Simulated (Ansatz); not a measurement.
`BN=C=C` + `O[CH2][GeH3]` → `BO[CH2][GeH3]` + `C=C=N`  (ligand exchange at a B–N bond)

Computed with Ansatz on PBE0-D4/def2-TZVP structures; ΔE is electronic, products minus reactants. CBS: MP2 limit from def2 TZ/QZ plus the TZ coupled-cluster correction, frozen cores. This one scheme is used for every species. Functionals use def2-TZVPP. B3LYP here is the variant with VWN-RPA as its local correlation; programs differ in this. For Ge outer-core shells are correlated without core-valence functions, which leaves a few kJ/mol of doubt a bond. Scalar relativity is left out up to krypton. Each species was taken in one conformer, which may not be the lowest.

`BN=C=C`:

```xyz
8

B    -1.598   -0.687    0.866
N    -0.465   -0.200    0.252
C     0.518    0.223   -0.281
C     1.595    0.685   -0.864
H    -2.202    0.034    1.602
H    -1.932   -1.810    0.638
H     1.921    1.699   -0.678
H     2.162    0.056   -1.536
```

`O[CH2][GeH3]`:

Cartesian coordinates in Å:
```
O 1.012 -1.324 -0.197
C 0.509 -0.233 0.549
Ge -0.867 0.664 -0.534
H 1.686 -1.769 0.323
H 1.293 0.497 0.792
H 0.053 -0.556 1.494
H -0.251 1.184 -1.842
H -1.429 1.852 0.270
H -2.006 -0.316 -0.854
```

`BO[CH2][GeH3]`:

```xyz
11

B     0.299   -0.323    2.065
O    -0.228   -0.755    0.911
C     0.415   -0.553   -0.338
Ge   -0.657    0.661   -1.467
H     1.360    0.245    2.071
H    -0.335   -0.533    3.058
H     1.420   -0.143   -0.195
H     0.506   -1.523   -0.834
H    -2.055    0.067   -1.686
H     0.051    0.836   -2.822
H    -0.775    2.022   -0.763
```

`C=C=N`:

Cartesian coordinates in Å:
```
C 0.339 -0.850 -0.324
C -0.051 0.354 -0.001
N -0.357 1.514 0.205
H 1.272 -1.240 0.058
H -0.275 -1.466 -0.967
H -0.928 1.689 1.029
```

| species | B3LYP energy (Eh) |
| --- | --- |
| `BN=C=C` | -158.26377 |
| `O[CH2][GeH3]` | -2194.01934 |
| `BO[CH2][GeH3]` | -2219.51562 |
| `C=C=N` | -132.77445 |

Problem. Work out ΔE.

Solution. ΔE = (-2219.51562) + (-132.77445) − (-158.26377) − (-2194.01934) = -0.00696 Eh = -0.19 eV. CCSD(T)/CBS gives -0.29 eV.

Largest T1 diagnostic among the species: 0.017.
